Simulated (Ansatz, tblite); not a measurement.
Forces on the cluster Zn₇Se₆⁺ at its PBE-D4/def2-SVP geometry. The state is a doublet with charge 1.

The xTB rows come from tblite. Single mean-field runs in def2-TZVP are fitted with def2-universal-jkfit. The structure comes from a short search, and lower isomers may exist.

GFN1-xTB (tblite), largest force 1.08 eV/Å:

```xyz
13
positions Å, forces eV/Å
Zn    1.531   -0.194   -2.007    0.355    0.064   -0.727
Zn    1.652    0.191    1.414    0.455   -0.182    0.224
Zn   -0.579    2.432   -0.162   -0.302    0.698   -0.236
Zn   -1.532   -0.233    1.582   -0.332   -0.206    0.294
Zn    1.123    2.226   -1.941    0.039    0.279   -0.260
Zn   -1.792   -0.888   -1.162   -0.447   -0.203   -0.209
Zn    0.430   -2.318   -0.456   -0.148   -0.509    0.016
Se    0.894    2.521    1.760   -0.102   -0.696    0.817
Se    0.070    0.589    3.230    0.465    0.623   -0.422
Se    2.644   -1.314   -0.070    0.036    0.160    0.595
Se   -0.192   -1.690   -2.801   -0.067   -0.079    0.025
Se   -2.596    1.180   -0.140   -0.038   -0.070   -0.052
Se   -1.652   -2.501    0.753    0.087    0.120   -0.065
```

GFN2-xTB (tblite), largest force 0.98 eV/Å:

```
Zn 0.470 0.309 -0.584
Zn 0.165 -0.078 0.216
Zn -0.137 0.814 -0.424
Zn -0.227 -0.049 0.300
Zn 0.140 0.454 -0.320
Zn -0.426 -0.224 -0.231
Zn 0.025 -0.571 -0.015
Se 0.345 0.527 0.185
Se 0.111 -0.283 0.928
Se 0.707 -0.311 0.383
Se -0.226 -0.431 -0.457
Se -0.710 0.159 -0.037
Se -0.238 -0.315 0.055
```

PBE-D4/def2-TZVP (Ansatz), largest force 0.28 eV/Å:

```
Zn 0.118 -0.123 -0.091
Zn 0.005 -0.011 0.027
Zn -0.136 0.063 0.118
Zn -0.017 -0.002 0.103
Zn 0.097 0.189 -0.179
Zn -0.105 0.027 -0.118
Zn 0.063 -0.124 0.077
Se -0.025 -0.127 0.189
Se 0.086 0.166 -0.112
Se 0.002 0.001 0.015
Se -0.024 -0.021 -0.017
Se -0.041 -0.012 -0.010
Se -0.024 -0.027 -0.002
```
